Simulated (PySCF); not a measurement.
Spin states of SnC

Unrestricted PBE0; Sn cc-pVDZ-PP with ECP28, C cc-pVDZ; scalar-relativistic core potentials (PySCF 2.14). Outer shells of the fragments: Sn 4d10 5s2 5p2; C 2s2 2p2.

Followed along the bond (rough minima from three points):

| 2Ms+1 | unpaired | ⟨S²⟩ at the start | R at minimum (Å) | Te (eV) |
| --- | --- | --- | --- | --- |
| 3 | σ ↑, π ↑ | 2.27 | 2.03 | 0.00 |
| 3 | π ↑↑ | 2.00 | 2.11 | 0.23 |
| 1 | σ ↑, π ↓ | 1.06 | 2.01 | 0.37 |
| 1 | π ↑↓ | 1.00 | 2.12 | 0.48 |
| 5 | σ ↑, π ↑↑↑ | 6.00 | none in the scan | ≤ 0.92 |

Solutions found at the starting distance of 2.060 Å, counted from the lowest of them; the search is not exhaustive and high or unbound solutions are not listed, so other states can lie among these:

| 2Ms+1 | unpaired | term | E (eV) | ⟨S²⟩ | ⟨Lz²⟩ | μ (D) |
| --- | --- | --- | --- | --- | --- | --- |
| 3 | σ ↑, π ↑ | ³Π | 0.00 | 2.27 | 1.01 | -2.41 |
| 3 | π ↑↑ | ³Σ⁻ | 0.25 | 2.00 | 0.00 | -2.86 |
| 1 | σ ↑, π ↓ | mixed | 0.39 | 1.06 | 1.09 | -2.67 |
| 1 | π ↑↓ | mixed | 0.51 | 1.00 | 2.01 | -2.75 |
| 5 | σ ↑, π ↑↑↑ | ⁵Π | 1.13 | 6.00 | 1.00 | -1.33 |
| 1 | none | mixed | 1.28 | 0.00 | 2.00 | -2.41 |
| 1 | none | ¹Σ⁺ | 1.62 | 0.00 | 0.00 | -3.27 |
| 3 | σ ↑, π ↑↑↓ | mixed | 1.86 | 3.01 | 3.01 | -1.39 |
| 3 | σ ↓, π ↑↑↑ | mixed | 1.92 | 3.02 | 1.00 | -1.57 |
| 1 | σ ↑, π ↑↓↓ | mixed | 2.08 | 2.02 | 3.01 | -1.50 |

A term symbol is given only where ⟨S²⟩ and ⟨Lz²⟩ are close to those of a pure state; real π, δ and φ orbitals otherwise mix terms. A positive dipole means Sn(−)C(+).

Spin–orbit coupling is left out.
